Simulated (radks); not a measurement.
Removal energies from the lutetium ion Lu4+, [Xe] 4f(5/2: 6, 7/2: 7), by Delta-SCF beside the eigenvalue of the level emptied. All-electron calculation, Dirac Kohn-Sham, PBE, spin-unpolarised, spherical densities, finite nucleus; Fermi nuclear charge, rms radius of each element as measured or else 0.836 A^(1/3) + 0.57 fm. Program: a radial shooting solver on a logarithmic mesh with Libxc functionals. Sub-shells are occupied by j as written (lower j first in brackets).

| removed from | final configuration | Delta-SCF (eV) | -eigenvalue (eV) |
|---|---|---|---|
| 4f7/2 | [Xe] 4f(5/2: 6, 7/2: 6) | 68.331 | 56.721 |
| 4f5/2 | [Xe] 4f(5/2: 5, 7/2: 7) | 70.026 | 58.332 |
| 5p3/2 | [Kr] 4d10 4f(5/2: 6, 7/2: 7) 5s2 5p(1/2: 2, 3/2: 3) | 80.280 | 72.399 |
| 5p1/2 | [Kr] 4d10 4f(5/2: 6, 7/2: 7) 5s2 5p(1/2: 1, 3/2: 4) | 88.410 | 80.108 |
